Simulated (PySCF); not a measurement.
**Mo⁺: ionisation energy**

Mo⁺ [Kr] 4d5 (6S) → Mo²⁺ [Kr] 4d4 (5D), as a difference of total energies. Calculation: PySCF 2.14, in x2c-QZVPPall; scalar relativity by spin-free X2C-1e. Correlated levels: valence: [Kr] frozen; valence and next inner shell: [Ar] 3d10 frozen. The calculations carry no spin-orbit coupling.

| method | ionisation energy (eV) |
| --- | --- |
| UHF | 15.059 |
| LDA | 16.704 |
| PBE | 16.471 |
| PBE0 | 16.312 |
| BLYP | 16.168 |
| PW91 | 16.530 |
| MP2 (valence) | 15.741 |
| SCS-MP2 (valence) | 15.286 |
| MP2 (valence and next inner shell) | 16.153 |
| SCS-MP2 (valence and next inner shell) | 15.719 |

Question: Estimate what r2SCAN gives.

Answer: 16.340 eV, closest to PBE0 among the rows shown.

Question: Estimate what wB97X gives.

Answer: 15.825 eV, closest to MP2 (valence) among the rows shown.

A first-order spin-orbit estimate (lowest level to lowest level, LS coupling) adds -0.144 eV.

Errors of the correlated levels include the incompleteness of this basis and the frozen core.

For comparison: 16.16 ± 0.12 eV (semi-empirical (NIST evaluation); NIST Atomic Spectra Database, ionization energies).
